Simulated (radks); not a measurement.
Species: Tb III. Configuration: [Xe] 4f9 (the NIST ground configuration). All-electron calculation, scalar-relativistic Kohn-Sham, MS2 meta-GGA, spin-polarised, spherical densities, finite nucleus; open shells are filled with parallel spins first (spin-orbit coupling, left out, can overturn this in heavy ions); meta-GGA in the generalised Kohn-Sham scheme; Fermi nuclear charge, rms radius 5.06 fm. Program: a radial shooting solver on a logarithmic mesh with Libxc functionals.

Normalised radial functions P(r) = r R(r), r in bohr:

```
   r/bohr * 5s down, o 5p up (the largest magnitude, 1, reaches the edge; | marks zero, & curves that meet)
 0.002229                             o *
 0.002575                             o *
 0.002997                             o  *
 0.003489                             o  *
 0.004062                             o  *
 0.004729                             o  *
 0.005505                             o   *
 0.006409                             |o  *
 0.007461                             |o  *
 0.008686                             |o  *
  0.01011                             |o  *
  0.01177                             | o *
   0.0137                             | o *
  0.01595                             | o*
  0.01857                             |  &
  0.02162                             | * o
  0.02517                             *   o
  0.02907                            *|    o
  0.03384                          *  |    o
   0.0394                         *   |     o
  0.04586                        *    |     o
  0.05339                       *     |     o
  0.06216                      *      |    o
  0.07236                       *     |  o
  0.08424                         *   | o
  0.09807                            &|
   0.1142                         o   | *
   0.1329                       o     |     *
   0.1547                     o       |        *
   0.1801                     o       |         *
   0.2097                      o      |       *
   0.2441                          o  |   *
   0.2842                           * |o
   0.3282                     *       |     o
   0.3821                *            |          o
   0.4448               *             |            o
   0.5178                  *          |          o
   0.6029                         *   |     o
   0.7018                            o|     *
    0.817                    o        |               *
   0.9512            o                |                      *
    1.107      o                      |                          *
    1.289    o                        |                          *
    1.501     o                       |                       *
    1.747        o                    |                  *
    2.034            o                |            *
    2.368                 o           |       *
    2.756                     o       |   *
    3.209                         o   | *
    3.706                           o |*
    4.314                            o*
    5.022                             &
    5.847                             &
    6.807                             &
    7.924                             &
    9.225                             &
    10.74                             &
```

5s down: eigenvalue -60.499 eV, 4 radial nodes at r = 0.0261, 0.103, 0.270, 0.642 bohr, <r> = 1.34 bohr, 90 % of the charge inside 1.94 bohr. 5p up: eigenvalue -39.407 eV, 3 radial nodes at r = 0.0929, 0.273, 0.688 bohr, <r> = 1.55 bohr, 90 % of the charge inside 2.27 bohr.
